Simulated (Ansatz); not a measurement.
Job for Ansatz (a first-principles code): R-PBE/def2-TZVPP on H2SSn (SMILES [SH][SnH]), a point of a torsion scan. Elements past Kr take the def2 small-core potentials; no spin–orbit coupling.

Ansatz 0.2 input:
```yaml
crystal:
  periodic: [false, false, false]
  atoms:
    - {symbol: S, position_ang: [-1.25620652, 0.54395942, 0.45310060]}
    - {symbol: Sn, position_ang: [1.06602490, 0.59606173, -0.31833239]}
    - {symbol: H, position_ang: [-1.61999836, -0.47049450, -0.32490894]}
    - {symbol: H, position_ang: [1.04130916, 2.34024278, -0.96086800]}
basis:
  gaussian:
    orbitals: def2-TZVPP
hamiltonian:
  xc: {name: PBE}
scf: {lower_state_search: off}
```

Program output:

```
WARN ansatz: RAYON_NUM_THREADS=1 ignored (pool sized by the plan → 1); use --threads N
Functional definition: PBE
these checks for a lower state are left out or cut short: stability, starts, cluster_reference, orbital_swaps, neighbouring_geometries, increment
integrals: 0.04 GiB planned
790 factors; their error is unknown
mean field: 0.30 GiB planned
mean field evaluation 1: about -16693.1200 eV, gradient 2.5e1 eV
mean field evaluation 2: about -16667.3551 eV, gradient 7.9e1 eV
mean field evaluation 4: about -16695.1474 eV, gradient 4.9e0 eV
mean field evaluation 8: about -16695.2117 eV, gradient 7.4e-2 eV
mean field evaluation 16: about -16695.2025 eV, gradient 8.0e-5 eV
mean field -16695.20245596 eV, -613.5373738419 hartree, gradient 3.5e-6 eV, S^2 0.000000; 0 other end points of the search recorded, 0 dependent functions left out
reference -16695.20249390 eV, -613.5373752361 hartree; 20, 20 occupied and 100, 100 virtual orbitals, 790 factors
Total energy: -16695.20249390 eV, -613.5373752361 hartree
Checks for a lower state left out: stability, starts, cluster_reference, orbital_swaps, neighbouring_geometries, increment
```

The run converged.

Cost: very roughly 0.6 core-seconds.
